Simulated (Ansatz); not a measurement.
System: BHCl, charge 0, doublet. BHCl (SMILES [BH]Cl, doublet).
B3LYP-D3(BJ)/def2-TZVP minimum from Ansatz (an electronic-structure program):
```
B
H 1 1.1892
Cl 1 1.7169 2 123.67
```
Charge 0, spin multiplicity 2.

Total energies in cc-pV(D+d)Z, 11 correlated electrons, 6 frozen orbitals. Open shells are spin-unrestricted; no spin-orbit coupling. Correlated methods leave the cores frozen. No relativity.

```tsv
method	program	energy (Eh)	minus CCSDTQ (mEh)
HF	Ansatz	-484.73800	233.30
MP2	Ansatz	-484.93829	33.02
CCSD	Ansatz	-484.96408	7.23
CCSD(T)	Ansatz	-484.97011	1.19
CCSDT(Q)	Ansatz	-484.97133	-0.03
CCSDTQ	Ansatz	-484.97130	0.00
```

Rough core times of Ansatz's runs on a shared machine: CCSD(T) under 20 s, CCSDT(Q) 50 s, CCSDTQ 40 min.
